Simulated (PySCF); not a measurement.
# CuF: energy against distance

Set-up: basis Cu def2-TZVPPD, F def2-TZVPPD; no relativity; PySCF 2.14. Energies in eV from Cu (3d10 4s1) + F in their ground configurations at the same level. State: ¹Σ⁺ (singlet), closed shell.

All columns are PBE0. A positive dipole means Cu(−)F(+).

| R (Å) | E (eV) | μ (D) | Mulliken charge on Cu (basis-dependent) | HOMO (eV) | LUMO (eV) | Mayer bond order | ⟨S²⟩ |
| --- | --- | --- | --- | --- | --- | --- | --- |
| 1.522 | -3.060 | -4.13 | 0.88 | -7.16 | -2.61 | 0.70 | 0.00 |
| 1.593 | -3.583 | -4.49 | 0.80 | -7.25 | -2.74 | 0.69 | 0.00 |
| 1.664 | -3.859 | -4.83 | 0.74 | -7.35 | -2.86 | 0.68 | 0.00 |
| 1.717 | -3.951 | -5.08 | 0.70 | -7.42 | -2.95 | 0.68 | 0.00 |
| 1.770 | -3.974 | -5.31 | 0.67 | -7.50 | -3.03 | 0.67 | 0.00 |
| 1.823 | -3.944 | -5.54 | 0.65 | -7.58 | -3.12 | 0.65 | 0.00 |
| 1.894 | -3.846 | -5.84 | 0.64 | -7.68 | -3.23 | 0.63 | 0.00 |
| 1.982 | -3.664 | -6.20 | 0.64 | -7.80 | -3.37 | 0.61 | 0.00 |
| 2.089 | -3.394 | -6.63 | 0.65 | -7.87 | -3.54 | 0.58 | 0.00 |
| 2.230 | -3.001 | -7.17 | 0.66 | -7.73 | -3.75 | 0.55 | 0.00 |

A fit through these points gives, at Re = 1.764 Å, μ = -5.28 D and dμ/dR = -4.39 D/Å; the reduced mass is 14.59 u.

Task: How strong is the fundamental in the double-harmonic approximation, I = 42.26·(dμ/dR)²/μred km/mol?

Result: I = 42.26·(-4.39)²/14.59 = 55.8 km/mol at PBE0.
